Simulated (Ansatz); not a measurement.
Consider the redistribution: `O[SiH2][GaH][SiH3]` + `OC[SiH2]Br` → `O[SiH2][GaH][OH]` + `[SiH3]C[SiH2]Br`.

Gas-phase electronic energies from Ansatz, PBE0-D4/def2-TZVP geometries. CCSD(T)/CBS adds triple-zeta CCSD(T) − MP2 to the extrapolated MP2 energy (def2 sets, frozen cores). DFT in def2-TZVPP. B3LYP here is the variant with VWN-RPA as its local correlation; programs differ in this. For Br, Ga outer-core shells are correlated without core-valence functions, which leaves a few kJ/mol of doubt a bond. Scalar relativity is left out up to krypton. Each species was taken in one conformer, which may not be the lowest.

```tsv
level	ΔE (kJ/mol)	difference from CCSD(T)/CBS
PBE-D4	-157.2	22.6
r2SCAN-D4	-175.2	4.6
PBE0-D4	-161.2	18.6
B3LYP-D4	-169.2	10.6
ωB97X-V	-173.0	6.8
ωB97M-V	-177.2	2.6
B2PLYP	-179.3	0.5
PBE	-155.9	23.9
r2SCAN	-174.9	4.9
PBE0	-160.2	19.6
B3LYP	-167.0	12.8
HF/def2-TZVPP	-173.0	6.8
MP2/def2-TZVPP	-195.5	-15.7
SCS-MP2/def2-TZVPP	-189.6	-9.8
CCSD/def2-TZVPP	-177.0	2.8
CCSD(T)/def2-TZVPP	-178.4	1.4
HF/def2-QZVPP	-173.8	6.0
MP2/def2-QZVPP	-196.6	-16.8
SCS-MP2/def2-QZVPP	-190.8	-11.0
HF/CBS(def2)	-173.9	5.9
MP2/CBS(def2)	-196.9	-17.1
CCSD/CBS(def2)	-178.4	1.4
CCSD(T)/CBS	-179.8	0
```

Largest T1 diagnostic among the species: 0.014.

From PBE to PBE0 (25 % exact exchange), in def2-TZVPP and without D4, ΔE moves by −4.3 kJ/mol. In def2-TZVPP, CCSD(T) changes the Hartree–Fock value by −5.4 kJ/mol (the triples alone add −1.4 kJ/mol) and MP2 by −22.5 kJ/mol.
